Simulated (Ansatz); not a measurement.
Isolated molecules relaxed with PBE0-D4/def2-TZVP in Ansatz; ΔE leaves out vibrations. CCSD(T)/CBS is the MP2 limit (def2-TZVPP, def2-QZVPP) plus CCSD(T) − MP2 in def2-TZVPP, frozen cores. DFT in def2-TZVPP. B3LYP here is the variant with VWN-RPA as its local correlation; programs differ in this. Each species was taken in one conformer, which may not be the lowest.

`C[SiH2][SiH2]C=N` + `O[SiH2][AlH2]` → `C[SiH2][SiH2][AlH2]` + `N=C[SiH2]O`  (redistribution)

```
          level  ΔE (kcal/mol)
         PBE-D4           -8.0
       B3LYP-D4           -7.0
         B2PLYP           -7.5
            PBE           -8.1
          B3LYP           -7.1
 MP2/def2-TZVPP           -8.2
CCSD/def2-TZVPP           -7.5
  HF/def2-QZVPP           -6.4
```

(1) What does CCSD(T)/CBS give? (Best estimate.)

Largest T1 diagnostic among the species: 0.013.

Answers

(1) The calculation gave: -7.8 kcal/mol. The listed levels differ from it by -0.2, 0.8, 0.3, -0.3, 0.7, -0.4, 0.3, 1.4 kcal/mol.

In def2-TZVPP, CCSD(T) changes the Hartree–Fock value by −1.4 kcal/mol (the triples alone add −0.3 kcal/mol) and MP2 by −1.7 kcal/mol.
